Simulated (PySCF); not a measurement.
# Correlation energy of Tc⁺ (technetium, charge +1)

[Kr] 4d5 5s1, high-spin 7S determinant. Calculation: PySCF 2.14, in x2c-SVPall (6s5p5d1f, 53 functions); the spin-free X2C one-electron Hamiltonian (Gaussian nucleus). Frozen: [Kr]; 6 electrons correlated.

MP2 pair energies summed by pair of shells (mhartree):

```csv
pair,energy,share (%)
4d-4d,-46.75,78.7
4d-5s,-12.63,21.3
```

Total MP2 correlation energy: -59.38 mhartree.

Same-spin part -59.38 and opposite-spin part 0.00 mhartree; SCS-MP2 scales them by 1/3 and 6/5 to -19.79 mhartree.
